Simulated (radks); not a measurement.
Calculated with a radial shooting solver on a logarithmic mesh with Libxc functionals: scalar-relativistic Kohn-Sham, r2SCAN, spin-unpolarised, spherical densities, finite nucleus; meta-GGA in the generalised Kohn-Sham scheme; Fermi nuclear charge, rms radius of each element as measured or else 0.836 A^(1/3) + 0.57 fm. Each species is in its NIST ground configuration. Rank Pd, Sn, Te, In, Rh, Mo, Tc, Xe, Zr, I, Nb, Rb, Ru, Ag, Sb, Cd, Sr by Delta-SCF ionisation energy (eV), largest first.

Answer. Xe 12.893, I 11.413, Te 9.934, Cd 9.306, Pd 9.149, Sb 8.442, Tc 8.204, Ag 7.424, Zr 7.185, Rh 7.159, Ru 7.007, Sn 6.904, Mo 6.634, Nb 6.394, Sr 5.869, In 5.226, Rb 3.811.
